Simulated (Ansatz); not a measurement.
Gas-phase electronic energies from Ansatz, PBE0-D4/def2-TZVP geometries. CBS: MP2 limit from def2 TZ/QZ plus the TZ coupled-cluster correction, frozen cores. This one scheme is used for every species. Functionals use def2-TZVPP. B3LYP here is the variant with VWN-RPA as its local correlation; programs differ in this. For Br outer-core shells are correlated without core-valence functions, which leaves a few kJ/mol of doubt a bond. Scalar relativity is left out up to krypton. One conformer a species, not always the lowest.

`CC[SiH](F)Br` + `N[SiH3]` → `N[SiH2][SiH](F)Br` + `CC`  (formal exchange of groups at the Si–C bond)

`CC[SiH](F)Br`:

```xyz
11

C     0.750    1.122   -0.598
C     0.469    0.097    0.500
Si   -0.947   -1.026    0.096
F    -2.272   -0.159   -0.110
Br   -1.315   -2.438    1.759
H     1.595    1.760   -0.331
H    -0.112    1.770   -0.768
H     0.992    0.639   -1.547
H     1.346   -0.534    0.684
H     0.245    0.590    1.452
H    -0.750   -1.819   -1.138
```

`N[SiH3]`:

Cartesian coordinates in Å:
```
N -0.490 -0.491 -0.810
Si 0.391 0.240 0.473
H -0.709 0.046 -1.634
H -1.235 -1.136 -0.598
H 1.582 0.907 -0.114
H -0.345 1.267 1.270
H 0.807 -0.834 1.412
```

`N[SiH2][SiH](F)Br`:

Cartesian coordinates in Å:
```
N 1.267 1.188 -0.173
Si 0.279 0.282 0.894
Si -0.969 -1.187 -0.437
F -0.084 -2.394 -0.996
Br -1.677 -0.006 -2.189
H 2.052 1.718 0.167
H 0.870 1.598 -1.003
H 1.153 -0.458 1.841
H -0.718 1.044 1.708
H -2.174 -1.786 0.187
```

`CC`:

```xyz
8

C    -0.496   -0.428   -0.383
C     0.496    0.428    0.383
H    -0.729    0.007   -1.358
H    -0.103   -1.433   -0.559
H    -1.437   -0.535    0.162
H     0.729   -0.007    1.358
H     0.103    1.433    0.559
H     1.437    0.534   -0.162
```

```tsv
level	ΔE (kJ/mol)
PBE0-D4	1.1
ωB97M-V	15.4
r2SCAN	7.1
PBE0	2.4
B3LYP	6.5
MP2/def2-QZVPP	17.7
SCS-MP2/def2-QZVPP	17.0
CCSD/CBS(def2)	11.9
```

Problem. What does CCSD(T)/CBS give? (An estimate is asked.)

Solution. Ansatz gave: +11.2 kJ/mol. The listed levels differ from it by -10.1, 4.2, -4.1, -8.8, -4.7, 6.5, 5.8, 0.7 kJ/mol.

Largest T1 diagnostic among the species: 0.010.

From PBE to PBE0 (25 % exact exchange), in def2-TZVPP and without D4, ΔE moves by +4.7 kJ/mol.
